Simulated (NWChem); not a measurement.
System: C6H6N, doublet; SMILES c1cc([NH])ccc1

Here is an NWChem input.

```
start job
memory heap 200 mb stack 900 mb global 1100 mb
geometry units angstroms noautosym nocenter noautoz
  N     -0.083983    -2.363577     0.000000
  C     -0.006388    -1.025239     0.000000
  C     -1.234020    -0.283291     0.000000
  C     -1.230094     1.099745     0.000000
  C     -0.014583     1.805381     0.000000
  C      1.205250     1.107396     0.000000
  C      1.217813    -0.276166     0.000000
  H      0.866599    -2.755017     0.000000
  H     -2.157837    -0.853294     0.000000
  H     -2.169698     1.645652     0.000000
  H     -0.016917     2.891647     0.000000
  H      2.141807     1.658802     0.000000
  H      2.160359    -0.819738     0.000000
end
basis spherical
  N library def2-svp
  C library def2-svp
  H library def2-svp
end
dft
  odft
  mult 2
  xc xpbe96 cpbe96
  iterations 150
end
cosmo
  do_cosmo_smd true
  solvent octanol
end
task dft energy
```

NWChem printed, in part:

```
             Northwest Computational Chemistry Package (NWChem) 7.3.0
             --------------------------------------------------------

                             Geometry "geometry" -> ""
                             -------------------------

 Output coordinates in angstroms (scale by  1.889725989 to convert to a.u.)

  No.       Tag          Charge          X              Y              Z
 ---- ---------------- ---------- -------------- -------------- --------------
    1 N                    7.0000    -0.08398300    -2.36357700     0.00000000
    2 C                    6.0000    -0.00638800    -1.02523900     0.00000000
    3 C                    6.0000    -1.23402000    -0.28329100     0.00000000
    4 C                    6.0000    -1.23009400     1.09974500     0.00000000
    5 C                    6.0000    -0.01458300     1.80538100     0.00000000
    6 C                    6.0000     1.20525000     1.10739600     0.00000000
    7 C                    6.0000     1.21781300    -0.27616600     0.00000000
    8 H                    1.0000     0.86659900    -2.75501700     0.00000000
    9 H                    1.0000    -2.15783700    -0.85329400     0.00000000
   10 H                    1.0000    -2.16969800     1.64565200     0.00000000
   11 H                    1.0000    -0.01691700     2.89164700     0.00000000
   12 H                    1.0000     2.14180700     1.65880200     0.00000000
   13 H                    1.0000     2.16035900    -0.81973800     0.00000000

 Effective nuclear repulsion energy (a.u.)     260.5355003098

  pbe96 is a nonlocal functional; adding pw91lda local functional.

                                 NWChem DFT Module
                                 -----------------

 Summary of "ao basis" -> "ao basis" (spherical)
 ------------------------------------------------------------------------------
       Tag                 Description            Shells   Functions and Types
 ---------------- ------------------------------  ------  ---------------------
 N                          def2-svp                 6       14   3s2p1d
 C                          def2-svp                 6       14   3s2p1d
 H                          def2-svp                 3        5   2s1p

 in cosmo_initialize ...
 calling solv_data for solv:octanol

 solvent parameters
 solvname_short: octanol
 solvname_long:  1-octanol
 dielec:        9.8629
 dielecinf:     2.0435
 nonaqueous SMD model solvent descriptors
 dielec:        9.8629
 sola:          0.3700
 solb:          0.4800
 solc:          0.0000
 solg:         39.0100
 solh:          0.0000
 soln:          1.4295

          ---------------
          -cosmo- solvent
          ---------------
 Cosmo: York-Karplus, doi: 10.1021/jp992097l
 dielectric constant -eps-     =   9.86
 screen = (eps-1)/(eps    )    =   0.89861
 surface charge correction     = lagrangian

   van der Waals surface
 --------------------------

 ---------- ATOMIC COORDINATES (A.U.) ------------ VDWR(ANG.) --
     1   -0.15870486   -4.46651288    0.00000000     1.890
     2   -0.01207157   -1.93742078    0.00000000     1.850
     3   -2.33195966   -0.53534237    0.00000000     1.850
     4   -2.32454060    2.07821671    0.00000000     1.850
     5   -0.02755787    3.41167539    0.00000000     1.850
     6    2.27759225    2.09267500    0.00000000     1.850
     7    2.30133288   -0.52187807    0.00000000     1.850
     8    1.63763465   -5.20622722    0.00000000     1.200
     9   -4.07772066   -1.61249185    0.00000000     1.200
    10   -4.10013470    3.10983135    0.00000000     1.200
    11   -0.03196849    5.46442049    0.00000000     1.200
    12    4.04742835    3.13468125    0.00000000     1.200
    13    4.08248655   -1.54908020    0.00000000     1.200
 number of segments per atom =        128
 number of   points per atom =        128
 atom (   nspa,  nppa )
 ----------------------
    1 (     82,     0 )       0
    2 (     28,     0 )       0
    3 (     46,     0 )       0
    4 (     50,     0 )       0
    5 (     44,     0 )       0
    6 (     50,     0 )       0
    7 (     48,     0 )       0
    8 (     46,     0 )       0
    9 (     54,     0 )       0
   10 (     54,     0 )       0
   11 (     48,     0 )       0
   12 (     54,     0 )       0
   13 (     54,     0 )       0
 number of -cosmo- surface points =      658
 molecular surface =    133.368 angstrom**2
 molecular volume  =    109.726 angstrom**3
 -lineq- algorithm             =   0
 -bem- low  level              =   3
 -bem- from -octahedral-
 gaussian surface charge width =   4.50000
 degree of switching           =   1.00000
 switching function tolerance  =   0.00010
 atomic radii =
 --------------
    1  7.000  1.890
    2  6.000  1.850
    3  6.000  1.850
    4  6.000  1.850
    5  6.000  1.850
    6  6.000  1.850
    7  6.000  1.850
    8  1.000  1.200
    9  1.000  1.200
   10  1.000  1.200
   11  1.000  1.200
   12  1.000  1.200
   13  1.000  1.200
 ...... end of -cosmo- initialization ......

 nat:                    13
 ixmem:                  9153
 calling mnsol_interface()
 G(SMD-CDS) energy (kcal/mol)  =     0.103
 SMD-CDS SASA (angstrom**2)    =   155.825

            General Information
            -------------------
          SCF calculation type: DFT
          Wavefunction type:  spin polarized.
          No. of atoms     :    13
          No. of electrons :    49
           Alpha electrons :    25
            Beta electrons :    24
          Charge           :     0
          Spin multiplicity:     2
          Use of symmetry is: off; symmetry adaption is: off
          Maximum number of iterations: 150
          AO basis - number of functions:   128
                     number of shells:    60
          Convergence on energy requested:  1.00D-06
          Convergence on density requested:  1.00D-05
          Convergence on gradient requested:  5.00D-04

              XC Information
              --------------
          PerdewBurkeErnzerhof Exchange Functional  1.000
            Perdew 1991 LDA Correlation Functional  1.000 local
           PerdewBurkeErnz. Correlation Functional  1.000 non-local

[...]

                                COSMO-SMD solvation results
                                ---------------------------

             internal energy in gas <Psi(g)|H|Psi(g)> =      -286.305298751380
         internal energy in solvent <Psi(s)|H|Psi(s)> =      -286.379595206459
                               delta internal energy  =        -0.074296455078 (  -46.62 kcal/mol)
   total free energy in solvent <Psi(s)|H+V/2|Psi(s)> =      -286.390157222582
 polarization energy contribution <Psi(s)|V/2|Psi(s)> =        -0.010562016123 (   -6.63 kcal/mol)
    total free energy in solvent including G(SMD-CDS) =      -286.389992712603
                       G(SMD-CDS) energy contribution =         0.000164509978 (    0.10 kcal/mol)
     1 M fixed-concentration free energy of solvation =        -0.084693961223 (  -53.15 kcal/mol)

                    DFT Final Alpha Molecular Orbital Analysis
                    ------------------------------------------

 Vector   23  Occ=1.000000D+00  E=-2.484223D-01
              MO Center= -1.3D-02,  3.6D-01,  1.3D-06, r^2= 3.0D+00
   Bfn.  Coefficient  Atom+Function         Bfn.  Coefficient  Atom+Function
  ----- ------------  ---------------      ----- ------------  ---------------
    90     -0.322192   7 C  pz               34      0.316662   3 C  pz
    48      0.294838   4 C  pz               76     -0.288035   6 C  pz
    93     -0.217008   7 C  pz               37      0.212356   3 C  pz
    51      0.191916   4 C  pz               79     -0.187327   6 C  pz

 Vector   24  Occ=1.000000D+00  E=-2.357715D-01
              MO Center= -1.4D-01, -2.1D+00, -7.0D-06, r^2= 2.0D+00
   Bfn.  Coefficient  Atom+Function         Bfn.  Coefficient  Atom+Function
  ----- ------------  ---------------      ----- ------------  ---------------
     4      0.434070   1 N  px                3      0.308228   1 N  s
     7     -0.281061   1 N  px                5      0.233806   1 N  py
    87      0.223927   7 C  s                31     -0.220175   3 C  s
     2      0.206804   1 N  s                99     -0.202649   8 H  s
     8     -0.197172   1 N  py               88     -0.137671   7 C  px

 Vector   25  Occ=1.000000D+00  E=-1.876389D-01
              MO Center= -3.3D-02, -5.7D-01,  3.9D-05, r^2= 4.1D+00
   Bfn.  Coefficient  Atom+Function         Bfn.  Coefficient  Atom+Function
  ----- ------------  ---------------      ----- ------------  ---------------
     6      0.409035   1 N  pz                9     -0.336622   1 N  pz
    62     -0.313860   5 C  pz               34      0.263968   3 C  pz
    90      0.260101   7 C  pz               65     -0.253052   5 C  pz
    37      0.212270   3 C  pz               93      0.209429   7 C  pz
    20      0.120628   2 C  pz               23      0.055476   2 C  pz

 Vector   26  Occ=0.000000D+00  E=-5.143931D-02
              MO Center=  1.2D-03,  4.7D-01, -3.1D-08, r^2= 3.5D+00
   Bfn.  Coefficient  Atom+Function         Bfn.  Coefficient  Atom+Function
  ----- ------------  ---------------      ----- ------------  ---------------
    79      0.441546   6 C  pz               37      0.418612   3 C  pz
    51     -0.419666   4 C  pz               93     -0.404700   7 C  pz
    76      0.349567   6 C  pz               48     -0.332218   4 C  pz
    34      0.328590   3 C  pz               90     -0.316900   7 C  pz
    69     -0.032509   5 C  d  1             27      0.030059   2 C  d  1

 Vector   27  Occ=0.000000D+00  E=-2.904456D-02
              MO Center= -3.5D-02,  1.4D-01, -7.3D-06, r^2= 4.0D+00
   Bfn.  Coefficient  Atom+Function         Bfn.  Coefficient  Atom+Function
  ----- ------------  ---------------      ----- ------------  ---------------
    65      0.479436   5 C  pz               23      0.468072   2 C  pz
    20      0.414247   2 C  pz               62      0.357469   5 C  pz
    51     -0.319255   4 C  pz                9     -0.303540   1 N  pz
    79     -0.286561   6 C  pz                6      0.257970   1 N  pz
    48     -0.252406   4 C  pz               76     -0.227789   6 C  pz

 Vector   28  Occ=0.000000D+00  E= 4.659328D-02
              MO Center=  3.9D-01,  1.1D+00, -4.7D-08, r^2= 9.3D+00
   Bfn.  Coefficient  Atom+Function         Bfn.  Coefficient  Atom+Function
  ----- ------------  ---------------      ----- ------------  ---------------
   115      0.916356  11 H  s               120      0.873562  12 H  s
   125      0.828753  13 H  s               110      0.753715  10 H  s
    73     -0.737303   6 C  s                45     -0.649562   4 C  s
   105      0.628779   9 H  s                59     -0.512763   5 C  s
    64     -0.385272   5 C  py               87     -0.362548   7 C  s

                     DFT Final Beta Molecular Orbital Analysis
                     -----------------------------------------

 Vector   22  Occ=1.000000D+00  E=-2.730656D-01
              MO Center= -1.6D-02, -9.6D-03,  1.0D-05, r^2= 4.0D+00
   Bfn.  Coefficient  Atom+Function         Bfn.  Coefficient  Atom+Function
  ----- ------------  ---------------      ----- ------------  ---------------
    20      0.304277   2 C  pz               62     -0.297408   5 C  pz
     6     -0.273598   1 N  pz               76     -0.222588   6 C  pz
    48     -0.216848   4 C  pz               23      0.200840   2 C  pz
     9      0.189648   1 N  pz               65     -0.179231   5 C  pz
    79     -0.146445   6 C  pz               51     -0.141314   4 C  pz

 Vector   23  Occ=1.000000D+00  E=-2.407310D-01
              MO Center= -1.6D-02,  4.6D-01, -1.5D-07, r^2= 3.0D+00
   Bfn.  Coefficient  Atom+Function         Bfn.  Coefficient  Atom+Function
  ----- ------------  ---------------      ----- ------------  ---------------
    48      0.320066   4 C  pz               76     -0.313621   6 C  pz
    90     -0.292822   7 C  pz               34      0.288606   3 C  pz
    51      0.216214   4 C  pz               79     -0.211834   6 C  pz
    93     -0.195529   7 C  pz               37      0.191532   3 C  pz

 Vector   24  Occ=1.000000D+00  E=-2.247015D-01
              MO Center= -1.6D-01, -2.1D+00, -9.8D-04, r^2= 1.8D+00
   Bfn.  Coefficient  Atom+Function         Bfn.  Coefficient  Atom+Function
  ----- ------------  ---------------      ----- ------------  ---------------
     4      0.432583   1 N  px                3      0.317320   1 N  s
     7     -0.287474   1 N  px                5      0.235129   1 N  py
    87      0.227634   7 C  s                31     -0.222231   3 C  s
     2      0.213341   1 N  s                 8     -0.203690   1 N  py
    99     -0.200498   8 H  s                19      0.130009   2 C  py

 Vector   25  Occ=0.000000D+00  E=-1.484779D-01
              MO Center= -3.0D-02, -7.6D-01,  9.7D-04, r^2= 4.2D+00
   Bfn.  Coefficient  Atom+Function         Bfn.  Coefficient  Atom+Function
  ----- ------------  ---------------      ----- ------------  ---------------
     6      0.419902   1 N  pz                9     -0.365859   1 N  pz
    62     -0.290220   5 C  pz               65     -0.257751   5 C  pz
    90      0.257819   7 C  pz               34      0.255925   3 C  pz
    93      0.228297   7 C  pz               37      0.225981   3 C  pz
    20      0.048970   2 C  pz               25      0.035054   2 C  d -1

 Vector   26  Occ=0.000000D+00  E=-4.321477D-02
              MO Center= -9.6D-03,  3.6D-01, -5.5D-07, r^2= 3.5D+00
   Bfn.  Coefficient  Atom+Function         Bfn.  Coefficient  Atom+Function
  ----- ------------  ---------------      ----- ------------  ---------------
    37      0.441405   3 C  pz               79      0.425020   6 C  pz
    93     -0.427020   7 C  pz               51     -0.406876   4 C  pz
    34      0.341987   3 C  pz               76      0.330038   6 C  pz
    90     -0.330244   7 C  pz               48     -0.315888   4 C  pz
    27      0.032861   2 C  d  1             69     -0.029725   5 C  d  1

 Vector   27  Occ=0.000000D+00  E=-1.352900D-02
              MO Center= -3.2D-02,  7.6D-02, -3.6D-06, r^2= 4.3D+00
   Bfn.  Coefficient  Atom+Function         Bfn.  Coefficient  Atom+Function
  ----- ------------  ---------------      ----- ------------  ---------------
    65      0.503020   5 C  pz               23      0.438410   2 C  pz
    20      0.389222   2 C  pz               62      0.360468   5 C  pz
     9     -0.352207   1 N  pz               51     -0.314951   4 C  pz
     6      0.290540   1 N  pz               79     -0.288235   6 C  pz
    48     -0.243534   4 C  pz               76     -0.223946   6 C  pz

   alpha - beta orbital overlaps
   -----------------------------

   alpha      1      2      3      4      5      6      7      8      9     10
    beta      1      2      3      6      7      4      5      8      9     10
 overlap   1.000  1.000  0.999  0.994  0.809  0.812  0.988  0.995  0.995  1.000

   alpha     11     12     13     14     15     16     17     18     19     20
    beta     11     12     13     14     15     16     18     17     19     20
 overlap   0.999  1.000  0.999  0.999  0.999  0.998  0.960  0.962  0.995  1.000

   alpha     21     22     23     24     25     26     27     28     29     30
    beta     21     22     23     24     25     26     27     28     29     30
 overlap   0.999  0.986  0.998  0.999  0.990  0.998  0.994  0.999  0.997  0.998

   alpha     31     32     33     34     35     36     37     38     39     40
    beta     32     31     33     34     35     36     37     38     39     40
 overlap   0.999  0.999  0.999  0.999  0.999  0.996  0.995  0.996  0.999  0.999

[...]
```

Level: PBE/def2-SVP, spin-unrestricted, SMD on the gas-phase geometry. In the optimisation the excess spin sits in a" (Cs, its own frame). Coordinates come from a B3LYP/6-31G* (spherical d), spin-unrestricted optimisation. No stability test was run on the SCF state. Solvent: 1-octanol.
